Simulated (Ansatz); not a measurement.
chloro(silyloxy)silane (ClH5OSi2), SMILES [SiH3]O[SiH2]Cl.

Geometry: B3LYP-D3(BJ)/def2-SVP. The values are those of a single conformer.

Two levels are set side by side: PBE/def2-SVPD (Ansatz, an electronic-structure program) and PBE0/def2-SVPD (Ansatz). Energy differences of separate SCF runs at the same geometry; the states with an electron removed or added have multiplicity 2 and 2. Differences are taken from unrounded values.

```json
[
 {"quantity": "vertical ionisation energy (eV)", "PBE": "10.11"},
 {"quantity": "vertical singlet–triplet gap (eV)", "PBE": "6.17"}
]
```

Problem. These are the PBE values. What does PBE0 give? (An estimate is asked for; the answer gives what the named calculation found.)

Solution. 
```csv
quantity,PBE0,PBE minus PBE0
vertical ionisation energy (eV),10.68,-0.58
vertical singlet–triplet gap (eV),6.92,-0.75
```
